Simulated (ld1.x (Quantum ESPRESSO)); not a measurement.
## cadmium, TM: configuration errors across variants

```json
{
  "Element": "Cd (Z = 48)",
  "Generator": "ld1.x (Quantum ESPRESSO) 7.5",
  "Type": "norm-conserving Troullier–Martins (Kleinman–Bylander form)",
  "Functional": "LDA (PZ)",
  "Relativity": "fully relativistic",
  "Frozen core": "[Ar] 3d10 4s2",
  "Valence charge": "18",
  "Reference configuration": "4p6 4d10 5s1 5p0 (charge +1)",
  "Partial waves": "4p (bound): rc 0.85 bohr; 4d (bound): rc 1.80 bohr; 5s (bound): rc 1.70 bohr",
  "Local potential": "the s channel",
  "Core correction": "Bessel-smoothed model core, default radius (core density twice the valence density)"
}
```

Open shells are filled in proportion to 2j + 1 (rel_dist='average').

All-electron excitation energies from the reference (eV): (1) 4p6 4d10 5s2 5p0 -9.629; (2) 4p6 4d10 5s0 5p0 17.521; (3) 4p6 4d9 5s0 5p0 55.775; (4) 4p6 4d9 5s2 5p1 2.955; (5) 4p6 4d8 5s0 5p0 110.048; (6) 4p6 4d10 5s1.5 5p0 -5.753; (7) 4p5 4d10 5s2 5p0 64.745.

1 further variants failed, have other tests or too few solved ones, and are left out.

Errors AE − PS in meV (a dash: test not solved or not reliable):

```tsv
change	(1)	(2)	(3)	(4)	(5)	(6)	(7)	bound ghosts
base	+0.4	-4.9	-117	-904	-497	-0.1	-255	none
wave 4p (bound): rc 0.85 bohr becomes 4p (bound): rc 0.74 bohr	+0.4	-4.8	-117	-903	-496	-0.1	-259	none
wave 4p (bound): rc 0.85 bohr becomes 4p (bound): rc 0.86 bohr	+0.4	-4.9	-117	-904	-497	-0.1	-255	none
wave 4p (bound): rc 0.85 bohr becomes 4p (bound): rc 0.94 bohr	+0.4	-4.9	-117	-904	-498	-0.1	-254	none
wave 4p (bound): rc 0.85 bohr becomes 4p (bound): rc 1.08 bohr	+0.4	-4.9	-117	-904	-497	-0.1	-258	none
wave 4p (bound): rc 0.85 bohr becomes 4p (bound): rc 1.16 bohr	+0.4	-4.8	-117	-903	-496	0.0	-265	none
wave 4p (bound): rc 0.85 bohr becomes 4p (bound): rc 1.26 bohr	+0.4	-4.8	-116	-901	-494	-0.1	-277	none
```

Problem. Give the same row for: wave 4p (bound): rc 0.85 bohr becomes 4p (bound): rc 0.70 bohr.

Solution. +0.4, -4.9, –, –, -496, –, –; bound ghosts: none.
